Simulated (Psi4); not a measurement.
Psi4 input (wB97X-D/6-311+G**):

```
memory 1500 MB

molecule {
0 2
C    -2.01214200    0.22427500    0.56269000
C    -0.98846100   -0.54137900    0.29112200
B     0.42790600   -0.02811400   -0.12010500
O     0.65264200    1.31833200   -0.21389800
O     1.37717700   -0.98814200   -0.36629100
H    -3.04632300    0.11761100    0.85690400
H    -1.11768700   -1.62876900    0.35212100
H     1.54149200    1.58041100   -0.47061200
H     2.24806300   -0.66757700   -0.61925500
symmetry c1
no_reorient
no_com
}

set {
  basis 6-311+G**
  reference uks
  scf_type df
  df_basis_scf def2-universal-jkfit
  dft_radial_points 99
  dft_spherical_points 590
  e_convergence 1e-8
  d_convergence 1e-7
  maxiter 150
}

e = energy('wb97x-d')
print_out(f'\nFINAL {e:.10f} DIPOLE {variable("CURRENT DIPOLE")[0]:.6f} {variable("CURRENT DIPOLE")[1]:.6f} {variable("CURRENT DIPOLE")[2]:.6f}\n')
```

From the output:

```
              A
    DOCC [    18 ]
    SOCC [     1 ]
    NA   [    19 ]
    NB   [    18 ]

  @DF-UKS Final Energy:  -253.91566839021522

   => Energetics <=

    Nuclear Repulsion Energy =            145.8748502044321071
    One-Electron Energy =                -634.7542876696742269
    Two-Electron Energy =                 258.2348439519836916
    DFT Exchange-Correlation Energy =     -23.2688758476191566
    Empirical Dispersion Energy =          -0.0021990293376556
    VV10 Nonlocal Energy =                  0.0000000000000000
    Total Energy =                       -253.9156683902152167

  UHF NO Occupations:
  HONO-2 :   17  A 1.9990649
  HONO-1 :   18  A 1.9943073
  HONO-0 :   19  A 1.0000000
  LUNO+0 :   20  A 0.0056927
  LUNO+1 :   21  A 0.0009351
  LUNO+2 :   22  A 0.0002619
  LUNO+3 :   23  A 0.0001724

Computation Completed

Properties will be evaluated at   0.000000,   0.000000,   0.000000 [a0]

Properties computed using the SCF density matrix

 Multipole Moments:

 ------------------------------------------------------------------------------------
     Multipole            Electronic (a.u.)      Nuclear  (a.u.)        Total (a.u.)
 ------------------------------------------------------------------------------------

 L = 1.  Multiply by 2.5417464519 to convert [e a0] to [Debye]
 Dipole X            :          0.8108985            0.0000170            0.8109155
 Dipole Y            :          0.0676440            0.0000038            0.0676478
 Dipole Z            :         -0.2303231           -0.0000132           -0.2303363
 Magnitude           :                                                    0.8457039

 ------------------------------------------------------------------------------------

FINAL -253.9156683902 DIPOLE 0.810916 0.067648 -0.230336

*** Psi4 exiting successfully. Buy a developer a beer!
```

The geometry given is a B3LYP-D3(BJ)/def2-TZVP minimum.
